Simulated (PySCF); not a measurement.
# What a mistake does to a calculation on F2HSi cation

These are calculations, not measurements. The program is PySCF 2.14.0, an open-source quantum chemistry code, run on an isolated molecule that a program drew, which may never have been made. The molecule is F2HSi cation (charge +1, singlet), drawn as the SMILES string `F[SiH+]F`.

Each row is a Hartree-Fock (HF) and frozen-core CCSD(T) single point in the cc-pV(D+d)Z basis, meant for a local HF minimum. Run 1 is clean. Each other run has one planted mistake out of seven kinds, and not every kind appears here: one electron removed, one electron added, multiplicity raised by two, geometry at a saddle point, minimal basis STO-3G, one bond length entered in bohr, all coordinates scaled. The reference is restricted for singlets and unrestricted otherwise, and also for a bond in bohr. Adding or removing an electron swaps singlet and doublet. Electrons count all cores. HOMO and LUMO are orbital energies over both spins, the gradient is its largest component, and the lowest frequency (negative if imaginary) is given only where the gradient is small. Bond lengths are over the 3 bonds as drawn. T1 is the CCSD diagnostic: over 0.02 (restricted) or 0.045 (unrestricted) a single reference is doubtful.

Geometry of the clean run:
```xyz
4
F2HSi cation, angstrom
F    -1.2018   -0.4842   -0.1544
Si   -0.2940   -1.4858   -0.8868
F    -0.8495   -2.1205   -2.1722
H     1.0232   -1.8162   -0.3890
```

| run | electrons | basis functions | <S^2> | HOMO (eV) | LUMO (eV) | gradient (hartree/bohr) | lowest frequency (cm^-1) | mean bond (Å) | longest bond (Å) | T1 | HF (hartree) | CCSD(T) (hartree) | mistake |
|---|---|---|---|---|---|---|---|---|---|---|---|---|---|
| 1 | 32 | 56 | 0.000 | -23.85 | -5.83 | 2.9e-06 | 341 | 1.5071 | 1.537 | 0.0163 | -488.16948 | -488.64504 | no fault |
| 2 | 32 | 20 | 0.000 | -20.26 | -2.78 | 3.4e-02 | - | 1.5071 | 1.537 | 0.0228 | -482.05000 | -482.16299 | minimal basis STO-3G |
| 3 | 32 | 56 | 0.831 | -19.43 | -8.23 | 1.9e-02 | - | 1.9360 | 2.733 | 0.0500 | -488.05089 | -488.51561 | ? |
| 4 | 32 | 56 | 2.003 | -15.46 | -12.85 | 8.4e-02 | - | 1.5071 | 1.537 | 0.0374 | -487.87616 | -488.34200 | ? |

**Which mistake was planted in run 3, and what did it cost?**

The mean bond changes by a factor of 1.285 and the longest by 1.778, so the molecule wasn't scaled as a whole. A length L in bohr read as angstrom grows by (1/0.5292 - 1) L = 0.890 L. The 3 bonds together grew by 3 x 0.4289 = 1.287 Å, which gives L = 1.446 Å. That is bond Si2-H4, 1.446 Å in the clean geometry. So the mistake is: one bond length entered in bohr. Subtracting run 1 and multiplying by 627.51 kcal/mol a hartree, the energy moved by 74.4 kcal/mol in HF and 81.2 kcal/mol in CCSD(T).

**Which mistake was planted in run 4, and what did it cost?**

Electrons, basis and geometry are unchanged, and <S^2> is 2.003, beside S(S+1) = 2.00 for a multiplicity of 3. So the mistake is: multiplicity raised by two. Subtracting run 1 and multiplying by 627.51 kcal/mol a hartree, the energy moved by 184.1 kcal/mol in HF and 190.2 kcal/mol in CCSD(T).

Cautions from the logs. Run 2: T1 is over the limit, so its CCSD(T) energy is less reliable; run 3: T1 is over the limit, so its CCSD(T) energy is less reliable.
